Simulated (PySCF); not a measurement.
C8H8OS: calculation and literature

Bonds (- single, = double, # triple, : aromatic): C1=C2, C2-S3, S3=O4, S3-C5, C5:C6, C6:C7, C7:C8, C8:C9, C9:C10, C10:C5. C1 carries H11, H12; C2 carries H13; C6 carries H14; C7 carries H15; C8 carries H16; C9 carries H17; C10 carries H18. Stereochemistry as in C=C[S@@](=O)c1ccccc1. H12 is cis to S3; H11 is trans to S3.

Published estimates (parent shift plus substituent increments) and measurements: δ 1H H14/H18 7.62; H15/H17 7.49; H16 7.49 ppm (estimated from measurements, as parent shift plus tabulated substituent increment; solution, not stated per compound (mostly CDCl3 or CCl4); Pretsch, Buehlmann, Badertscher, Structure Determination of Organic Compounds, 4th ed. (2009)).

Theory: geometry from GFN2-xTB, NMR shieldings at PBE0/pcSseg-1/GIAO, in PySCF 2.14 (rapidly exchanging positions averaged, no relativistic terms, a single conformation, in vacuum).

Question: What does the calculation give, and how does it compare?

Answer: 
Reference values: estimated from measurements, as parent shift plus tabulated substituent increment (solution, not stated per compound (mostly CDCl3 or CCl4); Pretsch, Buehlmann, Badertscher, Structure Determination of Organic Compounds, 4th ed. (2009)).
```tsv
atoms	quantity	reference	computed	computed, scaled
H14/H18	δ 1H	7.62	7.79	7.44
H15/H17	δ 1H	7.49	7.80	7.45
H16	δ 1H	7.49	7.68	7.33
```

Computed shifts are σ(ref) − σ with the named reference compound (TMS for H and C) calculated as an isolated molecule at the same level. The measured values may be among those fitted. Expected solution values come from regression of measured δ (H and C: mostly CDCl3, vs TMS) on computed σ: 1H: δ = 30.01 − 0.943σ (rms 0.17 ppm, 504 shifts, 0.18 ppm with the 4 outliers that the fit left out). A few per cent of atoms miss by over 2 rms, more outside the fitted compound classes.

Question: How far are the unscaled 1H shifts from the references?

Answer: Mean signed difference +0.22 ppm, mean absolute 0.22 ppm over 3 comparisons; the largest is +0.31 ppm at H15/H17 (hydrogen on an aromatic CH).
